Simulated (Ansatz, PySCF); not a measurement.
H₂S₂, SMILES SS.

Geometry optimised at B3LYP-D3(BJ)/def2-TZVP.

Two levels are set side by side: PBE/def2-TZVPD (Ansatz, an electronic-structure program) and EOM-CCSD/aug-cc-pVDZ (PySCF). PBE by ΔSCF, the other level by its IP root; same geometry, the bases differ. Differences are taken from unrounded values.

```json
[
 {"quantity": "vertical ionisation energy (eV)", "PBE": "9.76"}
]
```

These are the PBE values. What does EOM-CCSD give? (The exact figures need the calculation; the answer reports its results.)


```
quantity                         EOM-CCSD  PBE minus EOM-CCSD
-------------------------------  --------  ------------------
vertical ionisation energy (eV)      9.88               -0.11
```

Here PBE gives about what the other level gives.
